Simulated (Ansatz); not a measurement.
Molecule: sum formula YOCl, charge 0, multiplicity 1. 
Structure (B3LYP-D3(BJ)/def2-TZVP (Ansatz, a first-principles code) minimum search):
SMILES: [O]=[Y][Cl]
```xyz
3

Y      0.4451     0.3154    -0.2408
O     -0.5412     1.5481    -1.1308
Cl    -0.7665    -1.4521     1.0847
```
Charge 0, spin multiplicity 1.

Basis-set convergence of Hartree-Fock and MP2 correlation energies (hartree) with Ansatz. Correlated levels leave the core frozen unless marked. No spin-orbit coupling. Frozen are the shells of the preceding noble gas and the d and f shells that filled before the atom's block. Past Kr the def2 sets carry scalar-relativistic core potentials.

| basis | functions | E(HF) | E(corr, MP2) |
|---|---|---|---|
| def2-SVP | 63 | -572.12853 | -0.39962 |
| def2-TZVPP | 129 | -572.39139 | -0.51490 |
| def2-QZVPP | 208 | -572.41100 | -0.55711 |

Extrapolating the two largest sets (X = 3 and 4) as X^-3: E(corr) = (64·(-0.55711) - 27·(-0.51490))/37 = -0.5879 Eh, an estimate of the basis-set limit. The largest set recovers 94.8 % of it, the smallest 68.0 %.
